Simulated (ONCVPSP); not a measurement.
# Plane-wave convergence, ONCV potential for osmium (Os)

* Element: Os (Z = 76)
* Generator: ONCVPSP 4.0.1
* Type: optimised norm-conserving Vanderbilt (ONCV)
* Functional: PBEsol
* Relativity: scalar-relativistic
* Frozen core: [Kr] 4d10 4f14
* Valence charge: 16
* Reference configuration: 5s2 5p6 5d6 6s0.5 (charge +1.5)
* Partial waves: 5s+6s: rc 1.85 bohr, ncon 5, nbas 10, qcut 7.5 1/bohr, 3 projectors, debl 1.8 Ha; 5p: rc 1.85 bohr, ncon 5, nbas 9, qcut 7.2 1/bohr, 1 projector; 5d: rc 2.45 bohr, ncon 4, nbas 9, qcut 5.3 1/bohr, 3 projectors, debl 2.6 Ha
* Local potential: polynomial inside 1.60 bohr (lpopt 5, dvloc0 0 Ha)
* Core correction: none

Question: For each optimised wave give the share of its norm inside rc, the residual kinetic energy above qcut (Ha) and the cutoffs (Ha) for errors of 10, 1, 0.1 and 0.01 mHa per electron.

Answer:

```csv
wave,norm inside rc,residual KE,10 mHa,1 mHa,0.1 mHa,0.01 mHa
5s,0.984,2.7e-06,15.0,19.8,23.3,26.3
6s,0.152,3.9e-06,13.1,19.1,23.3,26.7
s projector 3,0.134,1.1e-05,15.1,21.1,25.0,28.5
5p,0.940,1.5e-05,9.7,12.3,21.6,33.9
5d,0.857,6.3e-05,9.6,11.7,14.1,42.1
d projector 2,0.145,5.0e-04,10.7,13.4,26.3,61.5
d projector 3,0.107,6.0e-03,13.2,17.9,38.5,73.1
```

The occupied waves need 20 Ha and 23 Ha for 1 and 0.1 mHa. Its largest configuration-test error is -405 meV.
